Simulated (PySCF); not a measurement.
## Fe²⁺: excitation energy

Fe²⁺ [Ar] 3d6 (5D) → Fe²⁺ [Ar] 3d5 4s1 (7S), as a difference of total energies. Computed with PySCF 2.14 in aug-cc-pVDZ-DK (7s6p4d2f, 59 functions), with the spin-free X2C one-electron Hamiltonian (Gaussian nucleus). Correlated levels: valence: [Ar] frozen. The calculations carry no spin-orbit coupling.

| method | excitation energy (eV) |
| --- | --- |
| UHF | 2.386 |
| LDA | 3.888 |
| PBE | 3.947 |
| PBE0 | 3.811 |
| r2SCAN | 3.534 |
| M06 | 3.742 |
| r2SCANh | 3.518 |
| BHandHLYP | 3.789 |
| HSE06 | 3.778 |
| MP2 (valence) | 3.379 |
| SCS-MP2 (valence) | 3.686 |

How much does correlation contribute at MP2 (valence)?

3.379 − (2.386) = 0.993 eV, measured against UHF.

A first-order spin-orbit estimate (lowest level to lowest level, LS coupling) adds 0.054 eV.
